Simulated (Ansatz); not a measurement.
Basis sets compared for the cluster Pb2Se3. Charge 0, multiplicity 1. Geometry PBE-D4/def2-SVP. Ansatz on 4 threads of Arm Neoverse V1 on a shared host; times are rough, and most runs start from earlier orbitals.

```xyz
5

Pb    1.2784    1.1786   -0.6133
Pb   -1.6623   -0.7922    0.0955
Se    1.1392   -1.6121    0.2436
Se    0.4730   -0.0108    1.9319
Se   -1.2283    1.2365   -1.6577
```

In the def2 sets Pb takes a core potential; there is no spin–orbit coupling. The structure comes from a short search, and lower isomers may exist.

Binding counts from free atoms (Pb triplet, Se triplet) in the same basis, without a counterpoise term.

```csv
level,functions,energy (Eh),HOMO (eV),LUMO (eV),binding per atom (eV),wall time
PBE-D4/def2-SVP,148,-7588.7465,-4.95,-2.67,2.93,2 s
PBE0-D4/def2-SVP,148,-7588.9004,-5.94,-1.87,2.73,4 s
```

**Question.** Estimate the rows for PBE-D4/def2-TZVP (with forces), PBE0-D4/def2-TZVP.

**Answer.** 
```json
{"level": "PBE-D4/def2-TZVP (with forces)", "functions": "244", "energy (Eh)": "-7589.6451", "HOMO (eV)": "-5.04", "LUMO (eV)": "-2.78", "binding per atom (eV)": "2.94", "wall time": "5 s"}
{"level": "PBE0-D4/def2-TZVP", "functions": "244", "energy (Eh)": "-7589.7966", "HOMO (eV)": "-6.00", "LUMO (eV)": "-1.92", "binding per atom (eV)": "2.76", "wall time": "12 s"}
```
